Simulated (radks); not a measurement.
The numbers below are computed, except where a source is named.
Initial-state core-level shifts of the erbium ion Er+ when its valence configuration changes from [Xe] 4f12 6s1. Code: a radial shooting solver on a logarithmic mesh with Libxc functionals. Model: scalar-relativistic Kohn-Sham, r2SCAN, spin-polarised, spherical densities, finite nucleus; open shells are filled with parallel spins first (spin-orbit coupling, left out, can overturn this in heavy ions); meta-GGA in the generalised Kohn-Sham scheme; Fermi nuclear charge, rms radius 5.2516 fm. Shifts are changes of the shell-averaged eigenvalues in eV (positive: less bound); the change of the density at the nucleus, which sets a Mossbauer isomer shift, is in e/bohr^3, on a base of 9.193e+05.

valence                    1s       2s       4p       4d  density at nucleus
4f11 6s1 6p1          -10.219  -10.778  -11.065  -10.846              +46.02
4f11 5d0.5 6s1 6p0.5   -8.418   -8.940   -9.239   -9.009              +42.39
4f12 6s0.5 6p0.5       -0.711   -0.701   -0.698   -0.701              -21.03
4f10 5d1.5 6s1 6p0.5  -15.980  -17.124  -17.618  -17.067              +89.69
4f13                   +6.198   +6.561   +6.878   +6.760              -62.43
4f10.5 5d1 6s1 6p0.5  -12.119  -12.938  -13.352  -12.970              +65.35
4f11.5 5d0.5 6s1       -3.204   -3.431   -3.592   -3.483              +18.83
4f11.5 6s1 6p0.5       -4.890   -5.146   -5.302   -5.205              +20.68
4f12 5d0.5 6s0.5       +0.787   +0.816   +0.816   +0.828              -21.32
